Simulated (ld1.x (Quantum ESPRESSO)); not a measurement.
Transferability test, ultrasoft potential for Si (Z = 14)

```json
{"Element": "Si", "Generator": "ld1.x (Quantum ESPRESSO) 7.5", "Type": "ultrasoft", "Functional": "PBE", "Relativity": "non-relativistic", "Frozen core": "[Ne]", "Valence charge": "4", "Reference configuration": "3s1 3p3", "Partial waves": "3s (bound): rcut 1.45, rcutus 1.70 bohr; 3s channel at 0.2 Ry: rcut 1.45, rcutus 1.70 bohr; 3p (bound): rcut 1.60, rcutus 2.05 bohr; 3p channel at 0.1 Ry: rcut 1.60, rcutus 2.05 bohr", "Local potential": "all-electron potential smoothed inside 1.30 bohr (lloc = -1)", "Core correction": "a·sin(br)/r model core inside 0.85 bohr", "Augmentation charge": "PSQ, radius 1.60 bohr"}
```

Energies are relative to the spin-unpolarised reference configuration 3s1 3p3; without spin polarisation the order of configurations can differ from experiment.

Give the all-electron excitation energy and the error of the potential for: 3s2 3p2; 3s2 3p1; 3s2 3p0; 3s1 3p2; 3s2 3p1.5; 3s2 3p2.3; 3s0 3p4.

```
valence configuration  charge  ΔE all-electron (eV)  error AE − PS (meV)
              3s2 3p2       0                -6.759                 -2.4
              3s2 3p1      +1                 0.992                 -0.8
              3s2 3p0      +2                16.997                 +6.0
              3s1 3p2      +1                 8.360                 +0.2
            3s2 3p1.5    +0.5                -3.832                 -2.0
            3s2 3p2.3    -0.3                -7.692                 -2.5
              3s0 3p4       0                 6.905                 -2.4
```

Levels in the configuration 3s2 3p2:

| level | all-electron (eV) | pseudo (eV) |
| --- | --- | --- |
| 3s | -10.768 | -10.763 |
| 3p | -4.090 | -4.090 |
